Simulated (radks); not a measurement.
Task: Species: Tm3+. Configuration: [Xe] 4f12. All-electron calculation, scalar-relativistic Kohn-Sham, LDA (Slater exchange, Perdew-Wang correlation), spin-polarised, spherical densities, finite nucleus; open shells are filled with parallel spins first (spin-orbit coupling, left out, can overturn this in heavy ions); Fermi nuclear charge, rms radius 5.2256 fm. Program: a radial shooting solver on a logarithmic mesh with Libxc functionals. Some entries of the table are withheld. Estimate them.

orbital,occ.,eigenvalue (Ry),<r> (bohr),<r^2> (bohr^2)
1s down,1,-4355.228,0.02003,0.0005493
1s up,1,-4355.228,0.02003,0.0005493
2s up,1,-736.9775,0.08494,0.008527
2s down,1,-736.9743,0.08494,0.008527
2p up,3,-651.3818,0.07544,0.006949
2p down,3,-651.3794,0.07544,0.006949
3s up,1,-167.5826,0.2212,0.05593
3s down,1,-167.5132,0.2212,0.05591
3p up,3,-141.6536,0.2205,0.05635
3p down,3,-141.5844,0.2204,0.05632
3d up,5,-109.5304,0.2000,0.04692
3d down,5,-109.4765,0.1999,0.04689
4s up,1,-35.02680,0.4978,0.2798
4s down,1,-34.89044,0.4978,0.2799
4p up,3,-26.49004,0.5281,0.3174
4p down,3,-26.35645,0.5282,0.3176
4d up,5,(1),0.5702,0.3775
4d down,5,(2),0.5706,0.3781
5s up,1,(3),1.204,1.631
5s down,1,(4),1.209,1.643
5p up,3,-4.17519,1.407,(5)
5p down,3,-4.13150,1.415,(6)
4f up,7,-2.70730,0.7443,0.7210
4f down,5,-2.59202,0.7532,0.7427

Result: 
(1) 4d up eigenvalue (Ry): -15.14032
(2) 4d down eigenvalue (Ry): -15.01053
(3) 5s up eigenvalue (Ry): -6.21340
(4) 5s down eigenvalue (Ry): -6.15370
(5) 5p up <r^2> (bohr^2): 2.243
(6) 5p down <r^2> (bohr^2): 2.266
